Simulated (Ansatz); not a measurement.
Molecule: GaF, net charge 0, singlet state. 
Geometry from a B3LYP-D3(BJ)/def2-TZVP (Ansatz, a program for electronic structure) optimisation:
SMILES: [F][Ga]
```xyz
2

Ga     0.0000     0.0000    -0.4051
F      0.0000     0.0000     1.3954
```

Computed values are from Ansatz. Cores are frozen in the correlated levels unless marked. UHF or UKS for open shells. No spin-orbit coupling. The frozen core is the preceding noble-gas configuration, with the filled d and f shells of earlier blocks. No relativistic terms. Basis-set limits of correlation are two-point, X^-3; Hartree-Fock from the larger set (for Q and 5 zeta extrapolated as (X+1)exp(-9√X)).

What is the dipole moment at CCSD(T)/aug-cc-pVDZ?

2.42 D.

What is the atomisation energy De at CCSD(T)/CBS(cc-pVQZ,cc-pV5Z)?

599.6 kJ/mol.

What is the total energy at CCSD(T)/CBS(cc-pVQZ,cc-pV5Z)?

-2023.2124 Eh.

What is the T1 diagnostic at CCSD/cc-pV5Z?

0.016.

What is the vertical ionisation energy (to the doublet) at CCSD(T)/CBS(aug-cc-pVTZ,aug-cc-pVQZ)?

10.31 eV.
